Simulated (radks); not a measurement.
All-electron atom: Pt43+ in [Ar] 3d10 4s2 4p5.

Calculated with a radial shooting solver on a logarithmic mesh with Libxc functionals: Dirac Kohn-Sham, PBE, spin-unpolarised, spherical densities, point nucleus; open shells fill j = l - 1/2 first.

Energy parts (eV):
| part | energy |
|---|---|
| total | -468824.42 |
| kinetic | 541469.21 |
| electron-nucleus | -1100819.24 |
| Hartree | 98016.20 |
| exchange-correlation | -7490.59 |

Orbitals (lengths in bohr, moments of r in powers of bohr; r(90%) holds 90 % of the orbital's charge):
orbital  occ.  eigenvalue (eV)  <1/r>      <r>      <r^2>  r(90%)  small-component weight
1s1/2       2        -80392.23  94.03  0.01714  0.0004059  0.0313                8.76e-02
2s1/2       2        -15818.93  23.08  0.07161   0.006129   0.112                2.00e-02
2p1/2       2        -15249.68  23.02  0.05901   0.004347  0.0983                2.01e-02
2p3/2       4        -13517.92  18.88  0.06741   0.005531   0.109                1.79e-02
3s1/2       2        -5221.939  8.595   0.1841    0.03884   0.270                6.86e-03
3p1/2       2        -4972.528  8.502   0.1742    0.03535   0.262                6.80e-03
3p3/2       4        -4579.306  7.431   0.1888    0.04128   0.282                6.20e-03
3d3/2       4        -4174.466  7.314   0.1641    0.03145   0.254                6.05e-03
3d5/2       6        -4088.815  7.069   0.1685    0.03305   0.260                5.89e-03
4s1/2       2        -2439.491  4.106   0.3714     0.1552   0.526                2.96e-03
4p1/2       2        -2331.637  4.033   0.3675     0.1531   0.526                2.89e-03
4p3/2       3        -2204.691  3.671   0.3888     0.1711   0.554                2.71e-03

The highest occupied level is 4p3/2 at -2204.7 eV. The density falls to 0.001 e/bohr^3 at r = 0.97 bohr. For comparison, the ionisation energy in NIST's Atomic Spectra Database is 2228 eV (theoretical). In exact Kohn-Sham theory the highest level is minus the ionisation energy, but local and semilocal functionals leave it too shallow, through self-interaction and a potential that decays too fast; potentials with the right tail come closer. Summed over all electrons, <r^2> = 1.811 bohr^2, which gives a Langevin (diamagnetic) susceptibility term of -1.43 x 10^-6 cm^3/mol.

Beside tabulated values, note that spin-unpolarised runs miss the spin-polarisation part of the exchange energy of open shells.
